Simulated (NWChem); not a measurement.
SbF₃; SMILES [F][Sb]([F])[F]

```xyz
4

Sb     0.0000     0.0000     0.2844
F     -1.0506     1.2498    -0.7212
F      1.6076     0.2850    -0.7212
F     -0.5570    -1.5347    -0.7212
```
Atoms are numbered in this order, from 1.

Level: PBE0/def2-SVP with def2 effective core potentials on Sb (NWChem), optimised geometry, unscaled harmonic frequencies. def2 effective core potentials on Sb; no spin-orbit coupling.

Question: List the harmonic frequencies with IR intensities, and the thermochemistry.

Answer: 
| frequency (cm⁻¹) | IR intensity (km/mol) |
|---|---|
| 192 | 5.9 |
| 192 | 5.9 |
| 240 | 26.7 |
| 657 | 82.2 |
| 657 | 82.2 |
| 669 | 57.7 |

- zero-point energy: 3.7 kcal/mol
- thermal correction to the enthalpy at 298.15 K (with zero-point energy): 7.4 kcal/mol
- heat capacity Cv: 14.2 cal/(mol K)
- entropy at 298.15 K and 1 atm (symmetry number 3): 72.5 cal/(mol K)

Rigid rotor and harmonic oscillator.
